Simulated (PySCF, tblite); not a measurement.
Isomers of C5H10Se. Computed with GFN2-xTB (tblite): harmonic, unscaled wavenumbers at the GFN2-xTB geometry, gas phase. The method is semi-empirical: single wavenumbers can be off by several per cent or more. One conformer each.

Electronic energies: PBE0-D3(BJ)/def2-SVP at its own geometries (PySCF, gas phase).

```
               SMILES  electronic energy, lowest = 0 (kcal/mol)
         C=C(C)C[Se]C                                       0.0
C[Se][C@@H]1C[C@@H]1C                                       2.2
         CC/C=C\[Se]C                                       0.6
```

Q: How do GFN2-xTB zero-point energies change the relative energies?

A: 
| SMILES | ZPE (kcal/mol) | of it from modes above 1550 cm⁻¹ | electronic (kcal/mol) | with ZPE, lowest = 0 (kcal/mol) | lowest mode (cm⁻¹) | rings |
| --- | --- | --- | --- | --- | --- | --- |
| C=C(C)C[Se]C | 83.0 | 45.6 | 0.0 | 0.0 | 28 | 0 |
| CC/C=C\[Se]C | 83.4 | 45.4 | 0.6 | 1.0 | 31 | 0 |
| C[Se][C@@H]1C[C@@H]1C | 84.0 | 43.3 | 2.2 | 3.2 | 31 | 1 |

The zero-point energies span 1.0 kcal/mol, from `C=C(C)C[Se]C` to `C[Se][C@@H]1C[C@@H]1C`. The order is unchanged.

Q: And how do the electronic energies of GFN2-xTB itself compare?

A: `C=C(C)C[Se]C` 2.4; `CC/C=C\[Se]C` 2.0; `C[Se][C@@H]1C[C@@H]1C` 0.0 kcal/mol, lowest = 0. Against the energies above, taken from the same isomer `C=C(C)C[Se]C`, the largest difference is 4.6 kcal/mol. The two levels were optimised apart and needn't hold the same conformer.

Q: What do entropy and thermal enthalpy add at 298.15 K and 1 bar (rigid rotor, harmonic oscillator, one conformer each)?

A: 
```
               SMILES  point group  symmetry number  S (cal/(mol K))  H − H(0) (kcal/mol)  ZPE + H − H(0) − TS (kcal/mol)
         C=C(C)C[Se]C           C1                1             95.5                 6.21                            60.7
         CC/C=C\[Se]C           C1                1             95.6                 6.16                            61.1
C[Se][C@@H]1C[C@@H]1C           C1                1             91.6                 5.81                            62.5
```
